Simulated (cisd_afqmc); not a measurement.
Input (AFQMC/CISD/cc-pV(T+d)Z; cisd_afqmc is a phaseless AFQMC code with CISD trial states that reads the integrals written by Ansatz): A basis named .json is the Basis Set Exchange file of that set.

Ansatz 0.2 input:
```python
import cisd_afqmc

open("ham.yaml", "w").write("""\
crystal:
  periodic: [false, false, false]
  atoms:
    - {symbol: F, position_ang: [0.58194486, 1.58436739, -0.01928245]}
    - {symbol: S, position_ang: [-0.29400191, 0.17272372, -0.16564096]}
    - {symbol: F, position_ang: [-1.01467535, -1.33014177, -0.22451833]}
    - {symbol: F, position_ang: [-0.01850279, -0.08518815, 1.35367942]}
    - {symbol: F, position_ang: [0.97390334, -0.47610186, -0.81540583]}
basis:
  gaussian:
    orbitals: cc-pV_T+d_Z.json
magnetization: {spin_polarized: false}
correlation: {method: ccsd, electrons: outside_noble_gas, hamiltonian_folder: ham}
""")
rep = cisd_afqmc.ansatz("ham.yaml")
e_ccsd = rep["correlation"]["coupled_cluster"]["energy"]["hartree"]
out = cisd_afqmc.run("ham", e_ccsd, trial="CISD", walkers=1000, populations=1, threads=12, dt=0.005, steps=40, early=24, settle=10, least=100,
    cut=5e-5, rank_cut=2e-4, target=0.0004, seconds=1500, seed=4, memory=62639, gpu=True)
```

Output:

```
orbitals 150, occupied [17], factors 908 of 1004, rank of the doubles 768 of 2261
E(HF) = -795.368719
E(CCSD) on the cut factors = -796.583440, shift to the whole factors -0.000010
Energy of the trial state on the determinant = -796.583450
  tau behind 7.2 of longer steps, mean of the populations' last blocks
   2.0  -796.62890
   4.0  -796.63302
   6.0  -796.63083
   8.0  -796.63347
  10.0  -796.63053
  12.0  -796.62672
  14.0  -796.62712
  16.0  -796.62829
  18.0  -796.63111
  20.0  -796.62711
  22.0  -796.63520
  24.0  -796.62934
  26.0  -796.62898
  28.0  -796.62788
  30.0  -796.63327
  32.0  -796.62897
  34.0  -796.62700
  36.0  -796.63257
  38.0  -796.62715
  40.0  -796.62669
  42.0  -796.62779
  44.0  -796.62798
  46.0  -796.63052
  48.0  -796.62973
  50.0  -796.62807
  52.0  -796.62661
  54.0  -796.63031
  56.0  -796.62627
  58.0  -796.62923
  60.0  -796.62740
  62.0  -796.63268
  64.0  -796.62811
  66.0  -796.62940
  68.0  -796.62760
  70.0  -796.62866
  72.0  -796.62593
  74.0  -796.63162
  76.0  -796.63376
  78.0  -796.63014
  80.0  -796.63037
  82.0  -796.63158
  84.0  -796.63141
  86.0  -796.62559
  88.0  -796.62775
  90.0  -796.63014
blocks 448 (0 outliers left out), error by blocks joined: 1: 0.00025, 2: 0.00030, 4: 0.00036, 8: 0.00040, 16: 0.00037
E(AFQMC/CISD) = -796.62943 +/- 0.00040
```
